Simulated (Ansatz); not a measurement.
`O[SiH](O)O[SiH](O)F`, charge 0, multiplicity 1.

Q: Give a relaxed structure at PBE0-D4/def2-TZVP (the Gaussian-basis code of Ansatz). (Estimate.)

A: Computed: 
Z-matrix (Å, degrees):
```
Si
O 1 1.633
O 1 1.643 2 108.9
O 1 1.623 2 108.7 3 122.1
H 1 1.471 2 113.7 3 -119.8
H 2 0.960 1 117.7 3 29.6
Si 3 1.615 1 142.8 2 -6.7
H 4 0.958 1 118.2 2 -38.2
O 7 1.618 3 112.1 1 -136.5
F 7 1.603 3 105.9 1 -16.1
H 7 1.466 3 113.2 1 101.7
H 9 0.958 7 119.9 3 39.7
```
This is one stationary point; other conformers may exist.
